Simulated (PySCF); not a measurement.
## Au: excitation energy

Au [Xe] 4f14 5d10 6s1 (2S) → Au [Xe] 4f14 5d9 6s1 6p1 (high-spin determinant), as a difference of total energies. All numbers are calculated (PySCF 2.14, a scalar-relativistic core potential, in aug-cc-pwCVTZ-PP with ECP60MDF (8s8p7d4f3g, 122 functions)). Correlated levels: valence: 5s2 5p6 frozen; valence and next inner shell: nothing frozen outside the core potential. The calculations carry no spin-orbit coupling.

```tsv
method	excitation energy (eV)
UHF	4.724
LDA	6.664
PBE	6.400
PBE0	6.174
r2SCAN	6.105
revPBE	6.353
MN15	6.241
PW91	6.411
MP2 (valence)	6.545
SCS-MP2 (valence)	6.539
MP2 (valence and next inner shell)	6.465
SCS-MP2 (valence and next inner shell)	6.399
```

How much does correlation contribute at MP2 (valence and next inner shell)?

6.465 − (4.724) = 1.741 eV, measured against UHF.

The determinant of the upper state mixes LS terms, which raises its energy above the lowest term, most at the Hartree-Fock and MP2 levels.
